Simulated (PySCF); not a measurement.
# V⁺ (vanadium, charge +1) across methods

[Ar] 3d3 4p1, one real determinant (an excited configuration). Calculation: PySCF 2.14, in x2c-QZVPPall; scalar relativity by spin-free X2C-1e.

```json
{"method": "PBE", "E (hartree)": "-948.562", "mean ε 3p β (eV)": "-50.854", "mean ε 3d α (eV)": "-14.967", "mean ε 4p α (eV)": "-8.088", "Σ⟨r²⟩ (bohr²)": "32.38", "⟨S²⟩": "6.000"}
{"method": "wB97X-V", "E (hartree)": "-948.667", "mean ε 3p β (eV)": "-56.177", "mean ε 3d α (eV)": "-19.389", "mean ε 4p α (eV)": "-10.056", "Σ⟨r²⟩ (bohr²)": "32.74", "⟨S²⟩": "6.001"}
{"method": "UHF", "E (hartree)": "-947.80499", "mean ε 3p β (eV)": "-60.296", "mean ε 3d α (eV)": "-22.667", "mean ε 4p α (eV)": "-9.752", "Σ⟨r²⟩ (bohr²)": "33.71", "⟨S²⟩": "6.003"}
{"method": "LDA", "E (hartree)": "-946.571", "mean ε 3p β (eV)": "-50.963", "mean ε 3d α (eV)": "-15.024", "mean ε 4p α (eV)": "-8.111", "Σ⟨r²⟩ (bohr²)": "32.18", "⟨S²⟩": "6.000"}
{"method": "r2SCAN", "E (hartree)": "-948.765", "mean ε 3p β (eV)": "-51.571", "mean ε 3d α (eV)": "-15.415", "mean ε 4p α (eV)": "-8.119", "Σ⟨r²⟩ (bohr²)": "32.27", "⟨S²⟩": "6.001"}
{"method": "PBE0", "E (hartree)": "-948.595", "mean ε 3p β (eV)": "-53.541", "mean ε 3d α (eV)": "-17.009", "mean ε 4p α (eV)": "-8.603", "Σ⟨r²⟩ (bohr²)": "32.51", "⟨S²⟩": "6.001"}
{"method": "HSE06", "E (hartree)": "-948.617", "mean ε 3p β (eV)": "-53.144", "mean ε 3d α (eV)": "-16.583", "mean ε 4p α (eV)": "-8.251", "Σ⟨r²⟩ (bohr²)": "32.51", "⟨S²⟩": "6.001"}
{"method": "CAM-B3LYP", "E (hartree)": "-948.839", "mean ε 3p β (eV)": "-54.967", "mean ε 3d α (eV)": "-18.465", "mean ε 4p α (eV)": "-9.409", "Σ⟨r²⟩ (bohr²)": "32.49", "⟨S²⟩": "6.001"}
{"method": "TPSS", "E (hartree)": "-948.825", "mean ε 3p β (eV)": "-51.085", "mean ε 3d α (eV)": "-14.999", "mean ε 4p α (eV)": "-8.033", "Σ⟨r²⟩ (bohr²)": "32.36", "⟨S²⟩": "6.001"}
```

⟨L²⟩ = 14.00 against 20 for a pure G term, so this real determinant mixes terms.
